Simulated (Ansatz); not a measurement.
Diborane 1,2-di Cl (B₂H₄Cl₂), relaxed as a singlet with RKS PBE0-D4/def2-SVP in Ansatz, starting from the GFN2-xTB geometry. Force threshold 0.02 eV/Å.

Start:

```tsv
atom	x (Å)	y (Å)	z (Å)
B1	-0.333	0.756	0.444
Cl2	-0.006	2.360	-0.179
H3	-1.002	0.666	1.401
H4	0.790	0.050	0.549
B5	0.332	-0.754	-0.445
Cl6	0.007	-2.360	0.181
H7	1.002	-0.666	-1.401
H8	-0.791	-0.052	-0.550
```

Question: Estimate the energy that the relaxation releases and the steps that it takes.

Answer: 0.12 eV, in 5 steps; 15 s on 4 threads of Intel Xeon on a shared host. No frequencies were taken in this run, so the end may be a saddle point.

Question: Does the start keep its bonding and symmetry?

Answer: By distances, no bond broke or formed. The bond that changes most is B1–B5, from 1.87 to 1.78 Å (atoms count from 1). Point group C2h at the start, C2h at the end, both within 0.05 Å.

Question: Predict the relaxed structure.

Answer: 
```xyz
8

B    -0.3221    0.7222    0.4103
Cl    0.0248    2.3389   -0.2232
H    -0.9934    0.5828    1.3964
H     0.8181    0.0450    0.5631
B     0.3222   -0.7222   -0.4103
Cl   -0.0250   -2.3389    0.2231
H     0.9934   -0.5828   -1.3964
H    -0.8180   -0.0450   -0.5631
```
Bond lengths: 2 × B–Cl 1.77 Å; 1 × B–B 1.78 Å; 6 × B–H 1.20 to 1.33 Å.
